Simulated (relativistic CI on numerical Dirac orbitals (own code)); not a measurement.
**d1 to d9 in one octahedral field**

Computed with a parametric ligand-field model without spin-orbit coupling, by exact diagonalisation: B = 550, C = 2300, 10Dq = 10600 cm⁻¹ (Oh; |10Dq|/B = 19.3) for every shell. Energies in cm⁻¹; the field energy is (0.6 n_e − 0.4 n_t2) × 10Dq of the ground term; g labels are left out.

| Shell | Ground term | Electrons in e | Field energy | First spin-allowed bands | Lowest term of other spin |
| --- | --- | --- | --- | --- | --- |
| d1 | 2T2 | 0.000 | -4240 | 2E 10600 |  |
| d2 | 3T1 | 0.040 | -8059 | 3T2 9621, 3T1 16893 | 1T2 8222 |
| d3 | 4A2 | 0.000 | -12720 | 4T2 10600, 4T1 15681 | 2E 10842 |
| d4 | ? | ? | ? | ? | ? |
| d5 | 6A1 | 2.000 | 0 | none | 2T2 7990 |
| d6 | 1A1 | 0.071 | -24686 | 1T1 9321, 1T2 15406 | 5T2 1654 |
| d7 | 4T1 | 2.040 | -8059 | 4T2 9621, 4T1 16893 | 2E 432 |
| d8 | 3A2 | 2.000 | -12720 | 3T2 10600, 3T1 15681 | 1E 8834 |
| d9 | 2E | 3.000 | -6360 | 2T2 10600 |  |

(1) Fill in the row of d4.

## Answers

(1) Ground term: 5E; Electrons in e: 1.000; Field energy: -6360; First spin-allowed bands: 5T2 10600; Lowest term of other spin: 3T1 3122. Low spin: d6; the other shells keep the spin of the free ion. Only d4 to d7 can choose; the field needed to pair spins is smallest for d6 and largest for d5, which loses most exchange energy. In the strong-field picture 10Dq must exceed about 6B + 5C = 14800 (d4), 7.5B + 5C = 15625 (d5), 2.5B + 4C = 10575 (d6) and 4B + 4C = 11400 (d7); mixing of terms shifts these bounds somewhat.
